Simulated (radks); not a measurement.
Valence configurations of the nitrogen ion N+ (all share [He]). Calculated with a radial shooting solver on a logarithmic mesh with Libxc functionals: Dirac Kohn-Sham, PBE, spin-unpolarised, spherical densities, finite nucleus; open shells fill j = l - 1/2 first; Fermi nuclear charge, rms radius 2.5582 fm. Energies are relative to 2s2 2p2; eigenvalues in eV.

valence,E (eV),e(2p1/2),e(2p3/2),e(2s1/2)
2s2 2p2,0.000,-20.697,-,-32.455
2s1.5 2p2.5,5.893,-20.746,-20.722,-32.511
2p4,23.591,-20.906,-20.882,-
2s1 2p3,11.789,-20.797,-20.774,-32.569
2s0.5 2p3.5,17.688,-20.851,-20.827,-32.629

NIST lists [He] 2s2 2p2 as the ground configuration; this level of theory agrees among the configurations tried. The energies are those of spherical spin-averaged densities, not of single terms.
